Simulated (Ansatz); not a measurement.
`[F][Zr]([Cl])([Cl])[Cl]`, relaxed with RKS PBE0-D4/def2-TZVP in Ansatz from a PBE-D4/def2-SVP geometry. The force threshold is 0.005 eV/Å; the program also tests the step.

The species carries charge 0 and has multiplicity 1. Zr: def2 effective core potential.

Start:

```xyz
5

F     1.487    0.649    1.125
Zr    0.061    0.027    0.046
Cl   -1.700   -0.658    1.426
Cl   -0.655    1.760   -1.354
Cl    0.807   -1.778   -1.242
```

(1) By how much does the energy fall, and how many steps does the optimiser take? (Best estimate.)

(2) Which bonds change most? (Estimate.)

(3) Give the relaxed structure. (An estimate is asked.)

## Answers

(1) The calculation gave: 0.28 kcal/mol, in 3 steps.

(2) Ansatz gave: Zr2–Cl4 from 2.340 to 2.323 Å; Zr2–Cl3 from 2.340 to 2.323 Å; Zr2–Cl5 from 2.340 to 2.323 Å; F1–Zr2 from 1.894 to 1.877 Å.

(3) The calculation gave: 
```xyz
5

F     1.475    0.645    1.116
Zr    0.061    0.027    0.046
Cl   -1.688   -0.653    1.415
Cl   -0.650    1.746   -1.344
Cl    0.801   -1.765   -1.233
```
